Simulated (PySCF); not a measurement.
One of the candidates below gave these computed data.

All candidates are C6H7F3.

* Dipole: 3.28 D [CAM-B3LYP/def2-SVPD]
* Triplet: lowest triplet excitation (Tamm–Dancoff): 3.23 eV [TDA CAM-B3LYP/def2-SVPD]
* UV, first state: lowest singlet excitation: 5.86 eV (211 nm, f = 0.569) [TDDFT CAM-B3LYP/def2-SVPD]
* Rotational structure: rotational constants A, B, C: 1.986, 1.284, 0.887 GHz [GFN2-xTB]
* Polarisability: 76.9 au [CAM-B3LYP/def2-SVPD]

Gas-phase values; electronic properties from PySCF, density fitting. Levels stand in brackets. The structure is a single GFN2-xTB conformer in the gas phase; no vibrational or solvent corrections.

**Question.** Which candidate is it?
A. `FC(F)(F)[C@H]1C=CCC1`
B. `FC[C@]1(C(F)F)[C@@H]2C[C@@H]21`
C. `C=C/C=C\CC(F)(F)F`
D. `C=C(/C=C\F)CC(F)F`
E. `F[C@H]1[C@@]2(F)CC[C@]1(F)C2`

**Answer.** D. It is `C=C(/C=C\F)CC(F)F`. Numbering: `[CH2:1]=[C:2](/[CH:3]=[CH:4]\[F:5])[CH2:6][CH:7]([F:8])[F:9]`. Its formula, C6H7F3, gives 2 degrees of unsaturation: 0 rings and 2 π bonds in the structure found. The optimised geometry has point group C1 and is an asymmetric top.

The others, at the same levels:
- `C=C/C=C\CC(F)(F)F` fails: its computed static isotropic polarisability is 80.5 au (against 76.9 au), rotational constant A is 3.714 GHz (against 1.986 GHz) and smallest rotational constant is 0.718 GHz (against 0.887 GHz).
- `F[C@H]1[C@@]2(F)CC[C@]1(F)C2` fails: its computed lowest singlet excitation is 8.59 eV (144 nm, f = 0.000) (against 5.86 eV), lowest triplet excitation (Tamm–Dancoff) is 8.45 eV (against 3.23 eV) and static isotropic polarisability is 64.8 au (against 76.9 au).
- `FC[C@]1(C(F)F)[C@@H]2C[C@@H]21` fails: its computed lowest singlet excitation is 7.60 eV (163 nm, f = 0.001) (against 5.86 eV), lowest triplet excitation (Tamm–Dancoff) is 6.65 eV (against 3.23 eV) and static isotropic polarisability is 67.0 au (against 76.9 au).
- `FC(F)(F)[C@H]1C=CCC1` fails: its computed lowest singlet excitation is 7.14 eV (174 nm, f = 0.250) (against 5.86 eV), lowest triplet excitation (Tamm–Dancoff) is 4.39 eV (against 3.23 eV) and static isotropic polarisability is 68.3 au (against 76.9 au).

Each candidate is one conformer, not necessarily the lowest. Dipoles, sizes and rotational constants follow the conformer. The torsions of the flexible species, by atom-mapped SMILES:
- `[CH2:1]=[C:2](/[CH:3]=[CH:4]\[F:5])[CH2:6][CH:7]([F:8])[F:9]`: C1–C2–C3–C4 179°, C1–C2–C6–C7 101°, C2–C6–C7–F8 180°
- `[CH2:1]=[CH:2]/[CH:3]=[CH:4]\[CH2:5][C:6]([F:7])([F:8])[F:9]`: C1–C2–C3–C4 178°, C3–C4–C5–C6 118°, C4–C5–C6–F7 180°
- `[F:1][CH2:2][C@:3]1([CH:4]([F:5])[F:6])[C@@H:7]2[CH2:8][C@H:9]12`: F1–C2–C3–C4 -66°, C2–C3–C4–F5 -68°

The conformers of `F[C@H]1[C@@]2(F)CC[C@]1(F)C2` and `FC(F)(F)[C@H]1C=CCC1` aren't listed.
